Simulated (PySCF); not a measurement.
## Ag (silver, neutral): BHandHLYP calculation

Configuration: [Kr] 4d9 5s1 5p1, one real determinant (an excited configuration). All numbers are calculated (PySCF 2.14, scalar relativity by spin-free X2C-1e, in x2c-TZVPPall with one added diffuse shell each of s, p, d, f type (9s7p7d3f1g, 95 functions)).

```
Total energy                                                  : -5315.11 hartree
One-electron energy                                           : -7319.66 hartree
Hartree (Coulomb) energy                                      : 2155.02 hartree
Exchange-correlation energy                                   : -150.47 hartree
⟨S²⟩                                                          : 3.7509
⟨L²⟩                                                          : 8.025
Sum of ⟨r⟩                                                    : 34.19 bohr
Sum of ⟨r²⟩                                                   : 59.81 bohr²
Traceless quadrupole moment −½Σ⟨3z² − r²⟩ along its main axis : -7.61 e·bohr²
Langevin diamagnetic susceptibility                           : -47.4 ×10⁻⁶ cm³/mol
```

```json
{"shell": "1s α", "electrons": "1", "mean orbital energy (eV)": "-25475.1", "spread (eV)": "0", "rms radius, mean of both spins (bohr)": "0.0357"}
{"shell": "1s β", "electrons": "1", "mean orbital energy (eV)": "-25475.0", "spread (eV)": "0", "rms radius, mean of both spins (bohr)": "0.0357"}
{"shell": "2s α", "electrons": "1", "mean orbital energy (eV)": "-3800.2", "spread (eV)": "0", "rms radius, mean of both spins (bohr)": "0.146"}
{"shell": "2s β", "electrons": "1", "mean orbital energy (eV)": "-3799.9", "spread (eV)": "0", "rms radius, mean of both spins (bohr)": "0.146"}
{"shell": "2p α", "electrons": "3", "mean orbital energy (eV)": "-3407.9", "spread (eV)": "0.357", "rms radius, mean of both spins (bohr)": "0.130"}
{"shell": "2p β", "electrons": "3", "mean orbital energy (eV)": "-3407.6", "spread (eV)": "0.047", "rms radius, mean of both spins (bohr)": "0.130"}
{"shell": "3s α", "electrons": "1", "mean orbital energy (eV)": "-720.47", "spread (eV)": "0", "rms radius, mean of both spins (bohr)": "0.393"}
{"shell": "3s β", "electrons": "1", "mean orbital energy (eV)": "-720.24", "spread (eV)": "0", "rms radius, mean of both spins (bohr)": "0.393"}
{"shell": "3p α", "electrons": "3", "mean orbital energy (eV)": "-589.77", "spread (eV)": "0.656", "rms radius, mean of both spins (bohr)": "0.395"}
{"shell": "3p β", "electrons": "3", "mean orbital energy (eV)": "-589.55", "spread (eV)": "0.422", "rms radius, mean of both spins (bohr)": "0.395"}
{"shell": "3d α", "electrons": "5", "mean orbital energy (eV)": "-383.02", "spread (eV)": "0.759", "rms radius, mean of both spins (bohr)": "0.377"}
{"shell": "3d β", "electrons": "5", "mean orbital energy (eV)": "-382.67", "spread (eV)": "0.585", "rms radius, mean of both spins (bohr)": "0.377"}
{"shell": "4s α", "electrons": "1", "mean orbital energy (eV)": "-112.63", "spread (eV)": "0", "rms radius, mean of both spins (bohr)": "0.972"}
{"shell": "4s β", "electrons": "1", "mean orbital energy (eV)": "-111.09", "spread (eV)": "0", "rms radius, mean of both spins (bohr)": "0.972"}
{"shell": "4p α", "electrons": "3", "mean orbital energy (eV)": "-73.441", "spread (eV)": "1.437", "rms radius, mean of both spins (bohr)": "1.07"}
{"shell": "4p β", "electrons": "3", "mean orbital energy (eV)": "-71.743", "spread (eV)": "0.604", "rms radius, mean of both spins (bohr)": "1.07"}
{"shell": "4d α", "electrons": "5", "mean orbital energy (eV)": "-16.699", "spread (eV)": "1.526", "rms radius, mean of both spins (bohr)": "1.47"}
{"shell": "4d β", "electrons": "4", "mean orbital energy (eV)": "-15.677", "spread (eV)": "0.611", "rms radius, mean of both spins (bohr)": "1.47"}
{"shell": "5s α", "electrons": "1", "mean orbital energy (eV)": "-8.770", "spread (eV)": "0", "rms radius, mean of both spins (bohr)": "3.13"}
{"shell": "5p α", "electrons": "1", "mean orbital energy (eV)": "-3.822", "spread (eV)": "0", "rms radius, mean of both spins (bohr)": "4.37"}
```

⟨L²⟩ = 8.03 against 12 for a pure F term, so this real determinant mixes terms.

Densities and radii are taken from the X2C orbitals without a picture-change correction, which distorts them close to the nucleus.
